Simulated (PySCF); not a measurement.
A side-by-side comparison of computed properties.

First species: C5H8OS.
InChI=1S/C5H8OS/c1-4(7)5-2-6-3-5/h5H,2-3H2,1H3

Second species: C5H8OS.
SMILES with atom numbers: `[CH2:1]=[CH:2][CH2:3][O:4][C:5]([CH3:6])=[S:7]` (hydrogens: H8, H9 on C1; H10 on C2; H11, H12 on C3; H13, H14, H15 on C6)

Levels: PBE0/def2-SVPD for dipole moment, HOMO energy, LUMO energy, HOMO–LUMO gap, static isotropic polarisability and electronic spatial extent ⟨r²⟩ about the centre of nuclear charge; TDDFT PBE0/def2-SVPD for lowest singlet excitation; PBE0-D3(BJ)/def2-SVP for rotational constant A and rotational constant C. Geometries: PBE0-D3(BJ)/def2-SVP. All species are isolated and taken at one optimised geometry, non-relativistic unless stated. Electronic properties by PySCF.

The conformers computed, where there is a choice (atom-mapped SMILES and torsion angles):
- `[CH3:1][C:2](=[S:3])[CH:4]1[CH2:5][O:6][CH2:7]1`: C1–C2–C4–C5 -61°
- `[CH2:1]=[CH:2][CH2:3][O:4][C:5]([CH3:6])=[S:7]`: C1–C2–C3–O4 130°, C2–C3–O4–C5 177°, C3–O4–C5–C6 -179°

```csv
property,column X,column Y
dipole moment,1.48 D,2.47 D
HOMO energy,-6.46 eV,-6.56 eV
LUMO energy,-2.17 eV,-1.36 eV
HOMO–LUMO gap,4.29 eV,5.20 eV
lowest singlet excitation,2.53 eV,3.43 eV
static isotropic polarisability,84.4 au,90.0 au
electronic spatial extent ⟨r²⟩ about the centre of nuclear charge,987 bohr²,1250 bohr²
rotational constant A,4.742 GHz,4.579 GHz
rotational constant C,1.245 GHz,0.916 GHz
```

Problem. Which column belongs to which species?

Solution. Column X is the first species and column Y the second. The first has 15 atoms and 62 electrons, the second 15 and 62.

Problem. How does each property change from the first species to the second?

Solution. dipole moment +0.99 D; HOMO energy -0.10 eV; LUMO energy +0.81 eV; HOMO–LUMO gap +0.91 eV; lowest singlet excitation +0.90 eV; static isotropic polarisability +5.6 au; electronic spatial extent ⟨r²⟩ about the centre of nuclear charge +263 bohr²; rotational constant A -0.163 GHz; rotational constant C -0.329 GHz.

On the first: The dipole equals about 4.9 × 10⁻³⁰ C·m (1 D = 3.33564 × 10⁻³⁰ C·m). 1 of the 6 computed singlets lies in the visible range (750 to 380 nm, 1.65 to 3.26 eV), with an oscillator strength of 0.000.

On the second: No computed singlet falls in the visible range (750 to 380 nm, 1.65 to 3.26 eV); S1 lies 0.17 eV above its blue end. S1 lies 1.77 eV below the HOMO–LUMO gap; its leading configuration is HOMO→LUMO, weight 0.99.
